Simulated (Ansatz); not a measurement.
Reaction (cleavage of the Si–Ge bond): `[CH3][GeH]([F])[SiH2]F` + `B[SiH2]O` → `B[SiH2]O[SiH2]F` + `[CH3][GeH2][F]`

Calculated with Ansatz (gas phase, PBE0-D4/def2-TZVP geometries, no zero-point term in ΔE). CCSD(T)/CBS is the MP2 limit (def2-TZVPP, def2-QZVPP) plus CCSD(T) − MP2 in def2-TZVPP, frozen cores. For Ge outer-core shells are correlated without core-valence functions, which leaves a few kJ/mol of doubt a bond. Scalar relativity is left out up to krypton. One conformer a species, not always the lowest.

```json
{"species": "`[CH3][GeH]([F])[SiH2]F`", "CCSD(T)/CBS(def2) energy (Eh)": "-2606.54416"}
{"species": "`B[SiH2]O`", "CCSD(T)/CBS(def2) energy (Eh)": "-392.05150"}
{"species": "`B[SiH2]O[SiH2]F`", "CCSD(T)/CBS(def2) energy (Eh)": "-781.64352"}
{"species": "`[CH3][GeH2][F]`", "CCSD(T)/CBS(def2) energy (Eh)": "-2217.00316"}
```

(1) Work out ΔE.

Largest T1 diagnostic among the species: 0.012.

## Answers

(1) ΔE = (-781.64352) + (-2217.00316) − (-2606.54416) − (-392.05150) = -0.05102 Eh = -1.39 eV.

In def2-TZVPP, CCSD(T) changes the Hartree–Fock value by +0.24 eV (the triples alone add +0.03 eV) and MP2 by +0.19 eV. From PBE to PBE0 (25 % exact exchange), in def2-TZVPP and without D4, ΔE moves by −0.12 eV.
